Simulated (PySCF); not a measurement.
GeH7NSSi, SMILES N[SiH2][S][GeH3].

The structure is a stationary point at B3LYP-D3(BJ)/def2-SVP. This is a generated structure with no PubChem entry under its InChIKey; it may be hypothetical. One conformer was computed; it need not be the lowest.

Computed with TDA-PBE/def2-SVPD run with PySCF 2.14.0.

Vertical excitations. Isolated molecule, no solvent.

### Question
Estimate the UV-visible absorptions. (An estimate is asked for; the answer gives what the named calculation found.)

### Answer

| state | energy (eV) | λ (nm) | f | main pairs |
|---|---|---|---|---|
| S1 | 4.82 | 257 | 0.006 | HOMO→LUMO 98 % |
| S2 | 5.23 | 237 | 0.005 | HOMO−1→LUMO 94 % |
| S3 | 5.32 | 233 | 0.031 | HOMO→LUMO+1 92 % |
| S4 | 5.65 | 220 | 0.006 | HOMO→LUMO+2 98 % |
| S5 | 5.80 | 214 | 0.027 | HOMO−1→LUMO+1 95 % |
| S6 | 6.13 | 202 | 0.008 | HOMO−1→LUMO+2 82 % |
| S7 | 6.18 | 201 | 0.003 | HOMO→LUMO+3 76 %, HOMO→LUMO+4 16 % |
| S8 | 6.29 | 197 | 0.023 | HOMO→LUMO+4 70 %, HOMO→LUMO+3 11 % |
| S9 | 6.50 | 191 | 0.006 | HOMO→LUMO+5 88 % |
| S10 | 6.61 | 187 | 0.015 | HOMO−1→LUMO+3 39 %, HOMO→LUMO+6 38 %, HOMO−1→LUMO+4 13 % |
| T1 | 4.51 | 275 | 0 | HOMO→LUMO 98 % |
| T2 | 5.04 | 246 | 0 | HOMO−1→LUMO 77 %, HOMO→LUMO+1 21 % |
| T3 | 5.11 | 243 | 0 | HOMO→LUMO+1 77 %, HOMO−1→LUMO 22 % |
| T4 | 5.41 | 229 | 0 | HOMO→LUMO+2 98 % |
Triplets are in the Tamm–Dancoff approximation.
